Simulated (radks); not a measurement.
Effect of the nuclear size on neutral holmium, [Xe] 4f11 6s2. Method: Dirac Kohn-Sham, BLYP, spin-unpolarised, spherical densities, finite nucleus; open shells fill j = l - 1/2 first; Fermi nuclear charge, rms radius 5.2022 fm; computed with a radial shooting solver on a logarithmic mesh with Libxc functionals. The rms radius is varied about that value; shifts are against it.

| rms radius (fm) | total energy shift (eV) | density at nucleus (e/bohr^3) | 1s1/2 shift (meV) | 2s1/2 shift (meV) | 5s1/2 shift (meV) | 5p1/2 shift (meV) | 6s1/2 shift (meV) | 4f7/2 shift (meV) | 6p1/2 (empty) shift (meV) |
|---|---|---|---|---|---|---|---|---|---|
| 4.5831 | -6.42 | 8.348e+05 | -2630 | -349 | -2.63 | 0.282 | -0.105 | 0.475 | 0.083 |
| 4.9837 | -2.33 | 8.154e+05 | -957 | -127 | -0.955 | 0.102 | -0.038 | 0.173 | 0.030 |
| 5.2022 | 0 | 8.057e+05 | 0.000 | 0.000 | 0.000 | 0.000 | 0.000 | 0.000 | 0.000 |
| 5.66 | 5.12 | 7.868e+05 | 2100 | 278 | 2.10 | -0.225 | 0.084 | -0.379 | -0.066 |
| 5.9929 | 9.04 | 7.742e+05 | 3710 | 491 | 3.70 | -0.397 | 0.148 | -0.669 | -0.116 |

Slopes of the eigenvalues against <r^2> in GHz/fm^2, as finite differences over the two radii next to the reference (eigenvalue slopes, not the field-shift constants of lines): 1s1/2 103000, 2s1/2 13600, 5s1/2 102, 5p1/2 -11.0, 6s1/2 4.10, 4f7/2 -18.5, 6p1/2 (empty) -3.22.
